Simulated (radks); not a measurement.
The numbers below are computed, except where a source is named.
Isoelectronic series with 20 electrons, all held in the configuration [Ar] 4s2, which need not be the ground one along the series. Code: a radial shooting solver on a logarithmic mesh with Libxc functionals. Model: Dirac Kohn-Sham, LDA (Slater exchange, Perdew-Wang correlation), spin-unpolarised, spherical densities, finite nucleus; Fermi nuclear charge, rms radius of each element as measured or else 0.836 A^(1/3) + 0.57 fm. Total energies (hartree) and mean radii <r> (bohr):

| ion | E (hartree) | 4s1/2 | 3p3/2 | 3p1/2 |
|---|---|---|---|---|
| Ca | -678.69488 | 3.973 | 1.277 | 1.268 |
| V3+ | -944.18831 | 2.325 | 0.9566 | 0.9498 |
| Fe6+ | -1256.40398 | 1.730 | 0.7697 | 0.7632 |
| Cu9+ | -1615.63548 | 1.394 | 0.6455 | 0.6391 |
| Ge12+ | -2022.32452 | 1.172 | 0.5565 | 0.5499 |
| Br15+ | -2477.01192 | 1.012 | 0.4893 | 0.4825 |
| Sr18+ | -2980.32533 | 0.8914 | 0.4366 | 0.4295 |
| Nb21+ | -3532.97882 | 0.7964 | 0.3942 | 0.3868 |
| Ru24+ | -4135.77664 | 0.7196 | 0.3592 | 0.3515 |
| Ag27+ | -4789.62551 | 0.6560 | 0.3299 | 0.3219 |
| Sn30+ | -5495.52764 | 0.6024 | 0.3050 | 0.2966 |
| I33+ | -6254.60486 | 0.5566 | 0.2835 | 0.2747 |
| Ba36+ | -7068.1023 | 0.5169 | 0.2648 | 0.2555 |
| Pr39+ | -7937.4071 | 0.4821 | 0.2483 | 0.2386 |
| Sm42+ | -8864.0194 | 0.4514 | 0.2337 | 0.2236 |
| Tb45+ | -9849.7240 | 0.4241 | 0.2206 | 0.2101 |
| Er48+ | -10896.2934 | 0.3995 | 0.2089 | 0.1979 |
| Lu51+ | -12005.9228 | 0.3773 | 0.1983 | 0.1868 |
